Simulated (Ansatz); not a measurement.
Start from `BrBBr` and change one atom or group to get `BrB(Br)Br`.

Ansatz, PBE0-D4/def2-TZVP geometries, multiplicity 1. 

Scalar relativity is left out up to krypton. Spin–orbit coupling is left out; it splits and shifts lone-pair levels of the heavy atoms by tenths of an eV.

| property | `BrBBr` |
| --- | --- |
| HOMO energy (PBE/def2-TZVPP) / eV | -7.26 |
| size of the dipole moment (B3LYP/def2-TZVPP) / D | 0.35 |
| size of the dipole moment (PBE/def2-TZVPP) / D | 0.22 |
| LUMO energy (ωB97M-V/def2-TZVPP) / eV | -0.02 |
| HOMO energy (B3LYP/def2-TZVPP) / eV | -8.26 |
| HOMO–LUMO gap (PBE0/def2-TZVPP) / eV | 6.50 |

Problem. What does the change do to each property? (Estimate.)

Solution. Ansatz gave: 
```tsv
property	`BrB(Br)Br`	shift
HOMO energy (PBE/def2-TZVPP) / eV	-7.01	0.25
size of the dipole moment (B3LYP/def2-TZVPP) / D	0.00	-0.35
size of the dipole moment (PBE/def2-TZVPP) / D	0.00	-0.22
LUMO energy (ωB97M-V/def2-TZVPP) / eV	-0.07	-0.05
HOMO energy (B3LYP/def2-TZVPP) / eV	-8.02	0.24
HOMO–LUMO gap (PBE0/def2-TZVPP) / eV	6.21	-0.29
```

With PBE0 the HOMO rises by 0.23 eV and the LUMO falls by 0.06 eV, so the gap narrows by about 0.29 eV. PBE moves the HOMO by 0.25 eV and ωB97M-V by 0.24 eV.

B3LYP here is the variant with VWN-RPA as its local correlation; programs differ in this.
